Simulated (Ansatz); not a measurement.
Molecular dynamics of AlF3H4Si

Input file:

```yaml
crystal:
  periodic: [false, false, false]
  atoms:
    - { symbol: Al, position_ang: [-1.2514, -0.2285, -0.6715] }
    - { symbol: Si, position_ang: [1.1415, -0.1823, 0.6012] }
    - { symbol: F, position_ang: [-1.1388, -1.06, -2.0898] }
    - { symbol: F, position_ang: [-2.6215, -0.4, 0.2278] }
    - { symbol: H, position_ang: [-0.1734, 0.9594, -0.0943] }
    - { symbol: F, position_ang: [-0.8773, 1.8436, -0.5267] }
    - { symbol: H, position_ang: [2.2919, 0.453, -0.0626] }
    - { symbol: H, position_ang: [1.1935, 0.2358, 2.0091] }
    - { symbol: H, position_ang: [1.4356, -1.621, 0.6067] }
magnetization:
  spin_polarized: true
basis:
  gaussian: { orbitals: "6-31G" }
hamiltonian:
  xc: pbe0
  dispersion: d4
md:
  timestep: 0.5
  n_steps: 150
  ensemble: nve
  temperature: 100.0
  initial_velocities: maxwell_boltzmann
  seed: 460780
```

Run as:

```bash
$ ansatz run input.yaml --threads 1 --pin off --max-ram 2048MiB --backend cpu --events-out ev --progress --plain --runs-dir out
```

It starts from a rough guess of a transition structure, not a stationary point.

Output, in part (step lines, the closing report, with atoms numbered from 0):

```
md step     0: t =     0.00 fs  T =   100.0 K  F+E_penalty+E_count = -22674.86219614 eV  E_kin = 0.090482 eV  conserved = -22674.77171414 eV  (25 SCF iters)
md step     1: t =     0.50 fs  T =   103.6 K  F+E_penalty+E_count = -22674.86544419 eV  E_kin = 0.093698 eV  conserved = -22674.77174657 eV  (24 SCF iters)
md step     2: t =     1.00 fs  T =   119.0 K  F+E_penalty+E_count = -22674.87947346 eV  E_kin = 0.107640 eV  conserved = -22674.77183331 eV  (24 SCF iters)
md step     3: t =     1.50 fs  T =   144.7 K  F+E_penalty+E_count = -22674.90289106 eV  E_kin = 0.130929 eV  conserved = -22674.77196191 eV  (25 SCF iters)
md step     4: t =     2.00 fs  T =   178.5 K  F+E_penalty+E_count = -22674.93363675 eV  E_kin = 0.161523 eV  conserved = -22674.77211355 eV  (26 SCF iters)
md step     5: t =     2.50 fs  T =   217.7 K  F+E_penalty+E_count = -22674.96927611 eV  E_kin = 0.197010 eV  conserved = -22674.77226654 eV  (26 SCF iters)
md step     6: t =     3.00 fs  T =   259.6 K  F+E_penalty+E_count = -22675.00733550 eV  E_kin = 0.234935 eV  conserved = -22674.77240099 eV  (26 SCF iters)
md step     7: t =     3.50 fs  T =   301.8 K  F+E_penalty+E_count = -22675.04561383 eV  E_kin = 0.273112 eV  conserved = -22674.77250176 eV  (25 SCF iters)
[... lines left out ...]
Total energy: -22675.59611338 eV, -833.3127870955 hartree
Atom 0 at    -0.983509    -0.649999    -0.389440 Å, force    -1.549509     2.430797    -0.031735 eV/Å
Atom 1 at     1.208945    -0.423185     0.667024 Å, force     0.162602    -0.267854    -0.495891 eV/Å
Atom 2 at    -1.110458    -0.606699    -2.093107 Å, force     0.166920    -0.759520    -0.104791 eV/Å
Atom 3 at    -2.602424    -0.015423     0.139384 Å, force     1.405870    -0.875240     0.032510 eV/Å
Atom 4 at    -2.249796     1.978858    -0.491504 Å, force     2.464547    -0.576222    -1.127944 eV/Å
Atom 5 at    -1.317896     1.919326    -0.907142 Å, force    -2.233038     0.150012     1.329630 eV/Å
Atom 6 at     1.990370     0.490878    -0.230097 Å, force    -0.147531     0.122396    -0.093694 eV/Å
Atom 7 at     1.407255     0.025969     2.047711 Å, force    -0.401069     0.375473     0.643865 eV/Å
Atom 8 at     1.960363    -1.693776     0.647955 Å, force     0.131209    -0.599841    -0.151950 eV/Å
Dipole moment:     0.182897    -0.218413     0.607703 e Å
```

The steps, from the saved trajectory:

| time (fs) | T (K) | potential energy less start (eV) | conserved less start (meV/atom) |
| --- | --- | --- | --- |
| 0.0 | 100 | 0.000 | 0.00 |
| 2.5 | 218 | -0.107 | -0.06 |
| 5.0 | 415 | -0.286 | -0.09 |
| 7.5 | 563 | -0.419 | -0.06 |
| 10.0 | 756 | -0.594 | -0.07 |
| 12.5 | 912 | -0.736 | -0.18 |
| 15.0 | 913 | -0.736 | -0.10 |
| 17.5 | 820 | -0.653 | -0.10 |
| 20.0 | 790 | -0.625 | -0.05 |
| 22.5 | 924 | -0.747 | -0.16 |
| 25.0 | 1008 | -0.823 | -0.21 |
| 27.5 | 982 | -0.798 | -0.03 |
| 30.0 | 1140 | -0.942 | -0.13 |
| 32.5 | 1275 | -1.063 | 0.01 |
| 35.0 | 1415 | -1.193 | -0.28 |
| 37.5 | 1308 | -1.093 | 0.00 |
| 40.0 | 1507 | -1.275 | -0.25 |
| 42.5 | 1454 | -1.225 | 0.02 |
| 45.0 | 1329 | -1.114 | -0.20 |
| 47.5 | 1059 | -0.868 | 0.01 |
| 50.0 | 1060 | -0.871 | -0.27 |
| 52.5 | 901 | -0.724 | 0.03 |
| 55.0 | 979 | -0.796 | -0.12 |
| 57.5 | 1014 | -0.827 | -0.04 |
| 60.0 | 1140 | -0.942 | -0.21 |
| 62.5 | 1182 | -0.981 | -0.20 |
| 65.0 | 1125 | -0.927 | -0.06 |
| 67.5 | 1120 | -0.924 | -0.13 |
| 70.0 | 1043 | -0.853 | -0.01 |
| 72.5 | 1072 | -0.882 | -0.29 |
| 75.0 | 911 | -0.734 | 0.03 |

The run went to its last step. The conserved energy stayed within 0.3 meV per atom of its start (net change 0.029 meV per atom), so the integration is sound. The system heated up, since it started high on the potential surface and ran downhill. A run of 0.075 ps of so small a system gives no equilibrium averages. The orbitals stay closed-shell, which can raise the energy where a bond breaks towards radicals; this wasn't checked here. Limits of this set-up: no polarisation functions.

The step under study would form Al1–F6, Si2–H5 and break Al1–Si2, H5–F6. These pairs go: Al1–F6 2.11 → 2.64 Å, Si2–H5 1.88 → 4.37 Å, Al1–Si2 2.71 → 2.44 Å, H5–F6 1.21 → 1.02 Å. In the last frame they stand as before the step (other bonds may differ from the relaxed reactants and products). Also parted: Al1–H5 1.70 → 2.92 Å. It ends as AlF2H3Si + FH. Pairs count as bonded within 1.25 times the sum of covalent radii (0.12 Å more for H–H).

Last frame:

```xyz
9
Properties=species:S:1:pos:R:3
Al -0.984 -0.650 -0.389
Si 1.209 -0.423 0.667
F -1.111 -0.607 -2.093
F -2.602 -0.015 0.139
H -2.250 1.979 -0.491
F -1.318 1.919 -0.907
H 1.990 0.491 -0.230
H 1.407 0.026 2.048
H 1.960 -1.694 0.648
```

Time of the run: 9 min on 1 thread of Intel(R) Xeon(R) Platinum 8375C CPU @ 2.90GHz (Ice Lake), on a shared host, peak memory 0.21 GiB.
